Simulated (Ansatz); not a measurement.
**Pulling the pair apart**

The pair of H2 (SMILES [H][H], atoms 1–2) and C2H7N (SMILES CNC, atoms 3–12), both closed shells, in one local arrangement (a lower one may exist), relaxed at PBE0-D4/def2-TZVP:

```xyz
12
angstrom
H -0.2538 -0.7527 -2.8661
H -0.0531 -0.3354 -2.2751
C 1.0189 -0.5861 0.5759
N 0.3085 0.5499 0.0357
C -1.0725 0.6016 0.4567
H 2.0692 -0.5433 0.2812
H 0.5977 -1.5079 0.1635
H 0.9687 -0.6627 1.6753
H 0.7809 1.4072 0.2888
H -1.6126 -0.2527 0.0375
H -1.5446 1.5090 0.0752
H -1.2071 0.5729 1.5513
```

C2H7N is shifted rigidly along the line between the mean atom positions of the two fragments (negative: closer). Counterpoise interaction energies in kcal/mol. Program: Ansatz 0.2.0. Basis: def2-TZVPPD. Cores are frozen in the correlated methods.

```csv
shift (Å),wB97M-V,r2SCAN-D4,PBE-D4
-0.25,-0.79,-0.77,-1.34
-0.12,-1.08,-1.00,-1.54
0.00,-1.18,-1.07,-1.60
0.12,-1.18,-1.06,-1.56
0.30,-1.08,-0.95,-1.42
0.63,-0.81,-0.70,-1.09
1.25,-0.41,-0.34,-0.56
2.50,-0.11,-0.10,-0.14
```

Problem. What does CCSD(T) give at these shifts? (To be estimated.)

Solution. Computed: -0.52, -0.86, -1.02, -1.06, -1.01, -0.79, -0.41, -0.11 kcal/mol. For zero shift, CCSD(T) at an estimated basis limit (MP2 extrapolated from triple and quadruple zeta, plus CCSD(T) − MP2 in triple zeta) gives -1.15 kcal/mol. These are counterpoise interaction energies, counted from the two frozen fragments.

No T1 diagnostic of these runs exceeds 0.009.

For scale, one of the runs: CCSD(T)/def2-TZVPPD, 264 basis functions, launched by `ansatz run in.yaml --threads 4 --pin off --events-out ev --progress --plain --max-ram 9574MiB`. Hardware: 4 CPU threads of an Arm Neoverse V2, shared host. Wall time 94 s; peak host memory 6.7 GiB.
